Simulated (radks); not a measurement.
Valence configurations of La (all share [Xe]). All-electron calculation, scalar-relativistic Kohn-Sham, BLYP, spin-polarised, spherical densities, finite nucleus; open shells are filled with parallel spins first (spin-orbit coupling, left out, can overturn this in heavy ions); Fermi nuclear charge, rms radius 4.855 fm. Program: a radial shooting solver on a logarithmic mesh with Libxc functionals. Energies are relative to 5d1 6s2; eigenvalues in eV for spin up.

5d1 6s2: E (eV) 0.000; moment (Bohr magnetons) 1; e(5d) -3.067; e(6s) -3.617
6s2 6p1: E (eV) 2.339; moment (Bohr magnetons) 1; e(6p) -2.071; e(6s) -4.807
5d2 6s1: E (eV) 0.277; moment (Bohr magnetons) 3; e(5d) -2.277; e(6s) -3.302
4f2 5d1: E (eV) 5.625; moment (Bohr magnetons) 3; e(4f) -0.245; e(5d) -3.322
5d1 6s1 6p1: E (eV) 1.928; moment (Bohr magnetons) 3; e(5d) -3.997; e(6p) -1.880; e(6s) -4.449
5d1 6p2: E (eV) 4.539; moment (Bohr magnetons) 3; e(5d) -4.749; e(6p) -2.303
5d3: E (eV) 1.430; moment (Bohr magnetons) 3; e(5d) -1.582
4f0.5 6s2 6p0.5: E (eV) 0.713; moment (Bohr magnetons) 1; e(4f) -3.057; e(6p) -1.596; e(6s) -4.019

NIST lists [Xe] 5d1 6s2 as the ground configuration; this level of theory agrees among the configurations tried. The energies are those of spherical high-spin densities, not of single terms. No valid solution was reached for [Xe] 4f1 5d1 6s1; [Xe] 4f1 6s2.
